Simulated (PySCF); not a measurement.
Al(Cl)(F)(SH) (AlClFHS), SMILES [F][Al]([SH])[Cl]. Atoms are numbered in the order given.

```xyz
5

Al    -0.3480    -0.0315     0.0000
Cl     0.6690    -1.8528     0.0000
F     -2.0074    -0.0274     0.0000
S      0.7272     1.8486     0.0000
H     -0.4164     2.5764     0.0000
```
Charge 0, spin multiplicity 1.

Coordinates come from a B3LYP-D3(BJ)/def2-SVP optimisation. One conformer was computed; it need not be the lowest.

Level of theory: PBE0/pcJ-1 in PySCF.

Isotropic couplings with Fermi-contact, spin-dipole and both spin-orbit terms, one fixed conformer, no vibrational averaging. Isotopes: 19F, 1H.

Task: Estimate the spin–spin coupling constants. (The exact figures need the calculation; the answer reports its results.)

Result: 
| pair | bonds apart | J (Hz) |
|---|---|---|
| F3–H5 | 3 | 1.2 |
